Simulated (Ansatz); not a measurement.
Species: sum formula AlN2OH5, net charge 0, singlet state. 
Coordinates optimised at B3LYP-D3(BJ)/def2-TZVP (Ansatz, a quantum-chemistry and plane-wave program):
```
Al
O 1 1.7018
H 2 0.9562 1 125.06
N 1 1.7662 2 116.55 3 180.00
H 4 1.0064 1 125.82 2 180.00
H 4 1.0071 5 110.48 1 -180.00
N 1 1.7717 2 122.20 3 0.00
H 7 1.0069 1 125.19 2 0.00
H 7 1.0073 8 109.97 1 180.00
```
Charge 0, spin multiplicity 1.

Basis-set convergence of Hartree-Fock and MP2 correlation energies (hartree) with Ansatz. Valence correlation only, unless marked. Spin-orbit coupling is left out. Non-relativistic.

```csv
basis,functions,E(HF),"E(corr, MP2)"
aug-cc-pV(D+d)Z,146,-428.77054,-0.63778
aug-cc-pV(T+d)Z,308,-428.83190,-0.77109
aug-cc-pV(Q+d)Z,559,-428.84637,-0.81881
```

Extrapolating the two largest sets (X = 3 and 4) as X^-3: E(corr) = (64·(-0.81881) - 27·(-0.77109))/37 = -0.8536 Eh, an estimate of the basis-set limit. The largest set recovers 95.9 % of it, the smallest 74.7 %.
